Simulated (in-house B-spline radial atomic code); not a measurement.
## Response and correlation of the silver ion Ag¹⁷⁺

Closed shell [Ar] 3d10 4s2. Computed with an all-electron radial atomic-structure program (B-spline basis): Dirac-Hartree-Fock, relativistic RPA (time-dependent Dirac-Hartree-Fock) for the response and second-order many-body perturbation theory for correlation, no-pair Dirac-Coulomb Hamiltonian, finite nucleus.

Command:
```bash
python run_mb.py task.json out
```
Settings (nuclear radius in fm, box in bohr, cutoff in hartree):
```
basis_form          2
Z                   47
core_configuration  [Ar] 3d10 4s2
rms_radius          4.5454
mass_number         107
speed_of_light      137.036
box_radius          4.457
lmax                7
intervals           59
virtual_cutoff      55225.0
```

Cost of the run: 5.5 s on 1 thread of Intel(R) Xeon(R) Platinum 8259CL CPU @ 2.50GHz, with other jobs on the host.

```json
{"multipole (bohr³, bohr⁵, bohr⁷)": "dipole", "uncoupled": "0.39303", "coupled RPA": "0.429"}
{"multipole (bohr³, bohr⁵, bohr⁷)": "quadrupole", "uncoupled": "0.10797", "coupled RPA": "?"}
{"multipole (bohr³, bohr⁵, bohr⁷)": "octupole", "uncoupled": "0.063713", "coupled RPA": "0.070134"}
```

Problem. What is the coupled quadrupole polarisability?

Solution. 0.1228 atomic units, +14 % against the uncoupled value.

Problem. Which subshells carry the dipole polarisability?

Solution. 4s1/2 98.0 %, 3d5/2 1.0 %, 3d3/2 0.6 %.

Problem. What does the dipole shielding factor come to?

Solution. The dipole shielding factor is 0.638, against the exact N/Z = 30/47 = 0.638 of the non-relativistic theorem.

Dipole polarisability at imaginary frequency:

```csv
u (Eh),α(iu) (bohr³)
0,0.429
1.53,0.2617
3.82,0.1037
7.64,0.04893
11.5,0.03357
15.3,0.02593
22.9,0.01732
30.5,0.0124
38.2,0.009244
53.5,0.005681
76.4,0.003229
115,0.001616
153,0.0009777
229,0.0004712
382,0.0001813
764,4.783e-05
```

Problem. What dispersion coefficients follow for two such ions (the dispersion part alone)?

Solution. C6 = (3/π)∫α(iu)²du = 0.292 hartree·bohr⁶ and C8 = 0.5939 hartree·bohr⁸.

Lowest J = 1 odd-parity excitations:

```csv
energy (eV),oscillator strength,leading channel,weight
32.77,0.038,4s1/2 → p1/2,0.856
50.118,1.25,4s1/2 → p3/2,0.85
222.47,0.0736,4s1/2 → p1/2,0.976
226.4,0.21,4s1/2 → p3/2,0.976
308.99,0.0292,4s1/2 → p1/2,0.987
310.97,0.0766,4s1/2 → p3/2,0.987
363.04,0.0198,4s1/2 → p1/2,0.99
364.68,0.0505,4s1/2 → p3/2,0.99
```

Second-order correlation energy by the highest angular momentum of the excited pair (hartree): s -0.02225, p -0.2361, d -0.5239, f -0.58, g -0.1844, h -0.07971, i -0.03624, k -0.01842.

Problem. What is the second-order correlation energy at the partial-wave limit?

Solution. The listed waves sum to -1.6811 hartree; extrapolating the increments as (l + 1/2)⁻⁴ gives -1.7187 hartree, -1.56 eV per electron.
